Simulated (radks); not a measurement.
Problem. These are the eigenvalues of the occupied orbitals of an atom or ion with whole-number occupations (hartree). Method: scalar-relativistic Kohn-Sham, r2SCAN, spin-polarised, spherical densities, finite nucleus; meta-GGA in the generalised Kohn-Sham scheme; Fermi nuclear charge, rms radius of each element as measured or else 0.836 A^(1/3) + 0.57 fm; computed with a radial shooting solver on a logarithmic mesh with Libxc functionals.

| orbital | eigenvalue |
|---|---|
| 1s up | -2862.831 |
| 1s down | -2862.829 |
| 2s up | -616.2191 |
| 2s down | -615.6340 |
| 2p up | -555.5809 |
| 2p down | -555.1185 |
| 3s up | -235.7352 |
| 3s down | -235.1186 |
| 3p up | -217.6754 |
| 3p down | -217.0346 |
| 3d up | -200.7150 |

Which element is it, and in what charge state? The configuration may be excited. Open shells, if any, are filled with parallel spins first.

Solution. Z = 76, osmium, charge +56: Os56+ in [Ar] 3d2. The list shows which subshells hold electrons but not how many an open one holds; the 1s level, -2862.8 hartree, gives Z - s = 75.7 by -(Z - s)^2/2, which with screening and relativity narrows Z to a few neighbours, and the depths of the outer levels then fix element, charge and occupations together.
